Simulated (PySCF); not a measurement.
Compound: C₅H₉NO.
SMILES with atom numbers: `[CH3:1]/[CH:2]=[CH:3]/[NH:4][C:5]([CH3:6])=[O:7]` (hydrogens: H8, H9, H10 on C1; H11 on C2; H12 on C3; H13 on N4; H14, H15, H16 on C6)

Torsions of this conformer, `[CH3:1]/[CH:2]=[CH:3]/[NH:4][C:5]([CH3:6])=[O:7]`: C2–C3–N4–C5 -179°, C3–N4–C5–C6 180°.

The closed-shell ground state was solved at several levels (PySCF, density fitting, gas phase, non-relativistic). Geometry: GFN2-xTB, one conformer, isolated molecule.

```csv
level,basis functions,total energy (Eh),HOMO (eV),LUMO (eV),gap (eV),dipole (D)
B3LYP/pcJ-1,279,-325.9519,-6.13,-0.16,5.97,3.65
PBE0/pcSseg-1,164,-325.5134,-6.35,0.06,6.41,3.65
```

Estimate the row for PBE0/def2-SVPD, a basis of 215 functions; the other rows only guide the guess.

Total energy -325.3347 Eh, HOMO -6.42 eV, LUMO -0.10 eV, gap 6.32 eV, dipole 3.74 D.

Over all these levels, which gives the widest orbital gap and which the narrowest?

PBE0/pcSseg-1 (global hybrid, 25 % exact exchange) has the widest, 6.41 eV, and B3LYP/pcJ-1 (global hybrid, 20 % exact exchange) the narrowest, 5.97 eV. Functional and basis both differ between the two, so the spread mixes both effects.

How far do the dipole and the HOMO energy spread over the levels?

The dipole runs from 3.65 to 3.74 D (mean 3.68 D) and the HOMO from -6.42 to -6.13 eV.
